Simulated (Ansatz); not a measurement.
`B[S][GeH3]` + `[CH2]1[NH][AlH]1` → `B[N]1[CH2][AlH]1` + `[SH][GeH3]` at 500 K and 1 bar (ligand exchange at a B–S bond).

Computed with Ansatz on PBE0-D4/def2-TZVP structures; ΔE is electronic, products minus reactants. CCSD(T)/CBS is the MP2 limit (def2-TZVPP, def2-QZVPP) plus CCSD(T) − MP2 in def2-TZVPP, frozen cores. For Ge outer-core shells are correlated without core-valence functions, which leaves a few kJ/mol of doubt a bond. Scalar relativity is left out up to krypton.

```json
{"species": "`B[S][GeH3]`", "CCSD(T)/CBS energy (Eh)": "-2501.70931", "H − E (kJ/mol)": "159.2", "S (J/(mol·K))": "376.7"}
{"species": "`[CH2]1[NH][AlH]1`", "CCSD(T)/CBS energy (Eh)": "-337.12157", "H − E (kJ/mol)": "155.2", "S (J/(mol·K))": "310.9"}
{"species": "`B[N]1[CH2][AlH]1`", "CCSD(T)/CBS energy (Eh)": "-362.54602", "H − E (kJ/mol)": "194.3", "S (J/(mol·K))": "356.6"}
{"species": "`[SH][GeH3]`", "CCSD(T)/CBS energy (Eh)": "-2476.30083", "H − E (kJ/mol)": "114.8", "S (J/(mol·K))": "326.3"}
```

H − E and S are ideal-gas, rigid-rotor, harmonic terms from PBE0-D4/def2-TZVP. 1 Eh = 2625.50 kJ/mol, R = 8.31446 J/(mol·K).

Q: By hand: ΔE, ΔH, ΔS and ΔG.

A: ΔE = (-362.54602) + (-2476.30083) − (-2501.70931) − (-337.12157) = -0.01597 Eh = -41.9 kJ/mol. Δ(H − E) = 194.3 + 114.8 − 159.2 − 155.2 = -5.3, so ΔH = -47.2 kJ/mol. ΔS = 356.6 + 326.3 − 376.7 − 310.9 = -4.7 J/(mol·K). ΔG = -47.2 − 500 × (-4.7)/1000 = -44.9 kJ/mol.

Q: By hand: the equilibrium constant, and the temperature at which ΔG would vanish if ΔH and ΔS stayed fixed.

A: log₁₀ K = −ΔG/(RT ln 10) = 4.7. ΔG = 0 at ΔH/ΔS = 10043 K, far beyond where these terms or the molecules hold.

The number of gas molecules stays the same, so ΔS is small and ΔH decides. A doubt of 5 kJ/mol in ΔE shifts log₁₀ K by 0.5 here. Modes under 60 cm⁻¹, often nearly free rotors, make the harmonic entropy too high. These are equilibria of isolated gas molecules and say nothing of rates. Largest T1 diagnostic: 0.015 (customary marks: 0.02 for closed shells, 0.045 for open ones).
